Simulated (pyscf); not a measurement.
O=W(OH)(OH)(Cl)–Cl, singlet

Gas-phase minimum from PySCF at ωB97X-D3(BJ)/def2-SVP, one conformer. 

```
W
O 1 1.6721
O 1 1.8666 2 101.23
H 3 0.9643 1 130.93 2 130.25
O 1 1.8666 2 101.14 3 168.42
H 5 0.9644 1 130.74 2 -131.12
Cl 1 2.2889 2 107.55 5 95.77
Cl 1 2.3796 2 111.79 5 -84.20
```
Charge 0, spin multiplicity 1.

Properties at ωB97X-D3(BJ)/def2-SVP:

| Property | Value |
|---|---|
| Harmonic wavenumbers, unscaled | 57, 160, 176, 227, 232, 295, 331, 358, 382, 398, 426, 588, 650, 753, 791, 1099, 3919, 3923 cm⁻¹ |
| Zero-point energy | 21.1 kcal/mol |
| Rotational symmetry number | 1 |
| Entropy of this conformer at 298 K and 1 atm, rigid rotor and harmonic oscillator, modes under 100 cm⁻¹ raised to 100 | 386.1 J/(mol K) |
| Dipole moment | 2.58 D |

Single-point totals, which compare only within one level:

```
level                   total energy (hartree)
----------------------  ----------------------
ωB97X-D3(BJ)/def2-TZVP             -1214.81538
PBE/def2-TZVP                      -1214.19876
r²SCAN/def2-TZVP                   -1214.63246
B3LYP-D3(BJ)/def2-TZVP             -1214.81075
PBE0-D3(BJ)/def2-TZVP              -1214.19689
M06-2X/def2-TZVP                   -1214.49249
ωB97M-D3(BJ)/def2-TZVP             -1214.83663
```

Soft torsions are taken as harmonic, which can shift the entropy by several J/(mol K). Elements past Kr carry the def2 core potentials, without spin-orbit coupling.
